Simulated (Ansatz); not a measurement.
Computed with Ansatz on PBE0-D4/def2-TZVP structures; ΔE is electronic, products minus reactants. CCSD(T)/CBS is the MP2 limit (def2-TZVPP, def2-QZVPP) plus CCSD(T) − MP2 in def2-TZVPP, frozen cores. This one scheme is used for every species. Functionals use def2-TZVPP. For As outer-core shells are correlated without core-valence functions, which leaves a few kJ/mol of doubt a bond. Scalar relativity is left out up to krypton.

`C[SiH2][AsH2]` + H₂ → `[SiH3][AsH2]` + CH₄  (hydrogenolysis of the Si–C bond)

`C[SiH2][AsH2]`:

```xyz
10

C     0.269    1.174    0.971
Si   -0.290    0.253   -0.560
As   -0.529   -2.047   -0.049
H     0.344    2.246    0.770
H     1.250    0.822    1.298
H    -0.437    1.029    1.791
H     0.667    0.477   -1.677
H    -1.628    0.740   -0.997
H    -0.625   -2.433   -1.518
H     0.980   -2.260   -0.030
```

H₂:

```xyz
2

H    -0.279   -0.067    0.238
H     0.279    0.067   -0.238
```

`[SiH3][AsH2]`:

Z-matrix (Å, degrees):
```
Si
As 1 2.365
H 1 1.486 2 113.4
H 1 1.486 2 108.2 3 -121.1
H 1 1.486 2 108.2 3 121.1
H 2 1.523 1 92.0 3 -46.4
H 2 1.523 1 92.0 3 45.8
```

CH₄:

Cartesian coordinates in Å:
```
C 0.000 0.000 0.000
H -0.139 0.643 0.869
H -0.625 -0.887 0.100
H 1.046 -0.299 -0.067
H -0.281 0.543 -0.902
```

| species | PBE0-D4 energy (Eh) |
| --- | --- |
| `C[SiH2][AsH2]` | -2567.27827 |
| H₂ | -1.16855 |
| `[SiH3][AsH2]` | -2527.98091 |
| CH₄ | -40.47612 |

Problem. Work out ΔE.

Solution. ΔE = (-2527.98091) + (-40.47612) − (-2567.27827) − (-1.16855) = -0.01021 Eh = -26.8 kJ/mol. CCSD(T)/CBS gives -25.4 kJ/mol.

Largest T1 diagnostic among the species: 0.011.

In def2-TZVPP, CCSD(T) changes the Hartree–Fock value by +20.7 kJ/mol (the triples alone add +3.9 kJ/mol) and MP2 by +26.7 kJ/mol. At CCSD(T), def2-SVP lies −15.5 kJ/mol from the extrapolated value and def2-TZVPP −2.9 kJ/mol.
